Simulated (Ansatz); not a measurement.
CH7GeNSi can be A, `[SiH3]/N=[CH]\[GeH3]`, or B, `N[CH]1[SiH2][GeH2]1`.

Gas-phase electronic energies from Ansatz, PBE0-D4/def2-TZVP geometries. CCSD(T)/CBS adds triple-zeta CCSD(T) − MP2 to the extrapolated MP2 energy (def2 sets, frozen cores). Functionals use def2-TZVPP. B3LYP here is the variant with VWN-RPA as its local correlation; programs differ in this. For Ge outer-core shells are correlated without core-valence functions, which leaves a few kJ/mol of doubt a bond. Scalar relativity is left out up to krypton. Each species was taken in one conformer, which may not be the lowest.

Which isomer does CCSD(T)/CBS put lower? Give the gap. (An estimate is asked.)

The calculation gave: A, by 14.0 kcal/mol.

Give E(B) − E(A) in kcal/mol with B3LYP-D4, ωB97M-V, MP2/def2-TZVPP, B2PLYP, r2SCAN-D4, B3LYP, PBE-D4. (Best estimate.)

Computed: B3LYP-D4 18.2, ωB97M-V 14.7, MP2/def2-TZVPP 14.3, B2PLYP 17.7, r2SCAN-D4 13.1, B3LYP 18.4, PBE-D4 10.4. None reverses the order clearly.

Largest T1 diagnostic: 0.013.

In def2-TZVPP, CCSD(T) changes the Hartree–Fock value by −10.2 kcal/mol (the triples alone add −0.6 kcal/mol) and MP2 by −12.2 kcal/mol. From PBE to PBE0 (25 % exact exchange), in def2-TZVPP and without D4, E(B) − E(A) moves by −0.7 kcal/mol.
